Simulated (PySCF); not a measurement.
1,1-dichlorocyclopropane (C3H4Cl2), SMILES ClC1(CC1)Cl. Heavy atoms are numbered as in [Cl:1][C:2]1([Cl:3])[CH2:4][CH2:5]1. Hydrogens are named by the atom that carries them.

Geometry optimised at ωB97X-D3(BJ)/def2-SVP.

Level of theory: PBE/pcSseg-1 (PySCF).

GIAO shieldings, no solvent; atoms alike by connectivity are averaged. δ = σ(ref) − σ: ³⁵Cl against HCl (σ = 936.5 ppm); ¹³C against TMS (σ = 182.0 ppm); ¹H against TMS (σ = 31.49 ppm), references at their B3LYP-D3(BJ)/def2-TZVP geometries, non-relativistic (without spin–orbit terms, shifts of atoms bonded to Cl or Br come out too high).

```csv
atoms,nucleus,count,δ (ppm)
Cl1,³⁵Cl,2,304.4
C2,¹³C,1,77.7
C4 (CH2),¹³C,2,[?]
H on C4,¹H,4,[?]
```

Task: Fill in the missing entries. (The exact figures need the calculation; the answer reports its results.)

Result: 
- H on C4, δ (ppm): 1.64
- C4 (CH2), δ (ppm): 28.5
